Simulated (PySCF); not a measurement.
NMR data simulated for an unnamed compound:

¹H NMR (600 MHz, computed): δ 6.93 (m, 1H), 6.26 (m, 1H), 5.69 (m, 1H), 2.86 (m, 1H), 2.58 (m, 1H), 2.53 (m, 1H), 2.42 (m, 1H).

¹³C{¹H} NMR (computed): δ 148.2 (C), 133.1 (CH), 109.1 (CH), 34.4 (CH2), 30.6 (CH2).

- geometry from GFN2-xTB
- shielding tensors at PBE0/pcSseg-1 (GIAO)
- code: PySCF 2.14.0 with density-fitted response routines
- a single conformation, gas phase, no relativistic terms

Scale: TMS for ¹H and ¹³C (reference shieldings calculated alike).

Question: Which of these does the molecule contain: a Si–H bond, a nitrile, a non-aromatic C=C double bond, an N-methyl group, a carboxylic acid?

Answer: 
- A Si–H bond: yes (δH 5.69 (m)).
- A nitrile: no.
- A non-aromatic C=C double bond: yes.
- An N-methyl group: no.
- A carboxylic acid: no.

The data belong to SMILES Cl[C@@H](F)C=C1C[SiH](F)C1, C$_{5}$H$_{7}$ClF$_{2}$Si; they needn't prove each group on their own.

Carbon signals by region: 3 in the sp2 and nitrile region (100–160 ppm), 2 below 50 ppm.

Carbons that carry Cl, above all several Cl atoms, come out too deshielded, partly because spin–orbit coupling is missing. Splittings by ¹⁹F in the carbon and heteronuclear signals aren't shown, as no couplings were computed. Shifts are as computed. Against solution values, carbons near 30 ppm lie about +3 ppm off and those near 130 ppm about +5 ppm; carbons on Cl a further +6 ppm. Of 1211 compounds with measured shifts, 218 miss one by over three times the rms of a fit or turn the order of signals round; such compounds aren't used in these exercises. No couplings were computed; multiplicities are counted from neighbouring protons, with m where these are inequivalent, close in shift, in a saturated or five-membered ring or joined by F or P, and br s for small geminal =CH2 splittings.
